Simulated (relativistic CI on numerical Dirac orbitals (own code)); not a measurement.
# Radial parameters of Br29+

Calculated at this level of theory: Dirac-Coulomb-Breit CI, separate exchange-only KLI orbitals for each configuration, model QED, unscaled Slater integrals (own radial code, finite nucleus).

Slater integrals F^k, G^k are unscaled and averaged over j, outside the closed core 1s2; ζ comes from projecting the Hamiltonian with its Breit term on Σ l·s of the shell.

- 2s2 2p2: F^2(2p,2p) = 622750, ζ(2p) = 286460 cm⁻¹; <r>(2p) = 0.1533, <r^2>(2p) = 0.0284 (bohr units).
- 2s 2p3: F^2(2p,2p) = 621520, G^1(2s,2p) = 660920, ζ(2p) = 284440 cm⁻¹; <r>(2s) = 0.1784, <r^2>(2s) = 0.03734, <r>(2p) = 0.1536, <r^2>(2p) = 0.02851 (bohr units).
- 2p4: F^2(2p,2p) = 619620, ζ(2p) = 282480 cm⁻¹; <r>(2p) = 0.154, <r^2>(2p) = 0.02868 (bohr units).

Averages of the first 10 configurations, taken without configuration mixing, which lowers the lowest level and can move excited configurations by several eV; other configurations of the list can lie among them:

```tsv
Configuration	Parity	States	Average energy above the lowest level (eV)
2s2 2p2	even	15	72.2
2s 2p3	odd	40	219.6
2p4	even	15	393.7
2p3 3s	odd	40	2218.2
2p3 3p	even	120	2261.4
2p3 3d	odd	200	2303.9
2s2 2p 3s	odd	12	1932.6
2s2 2p 3p	even	36	1979.8
2s2 2p 3d	odd	60	2022.6
2s 2p2 3s	even	60	2061.9
```
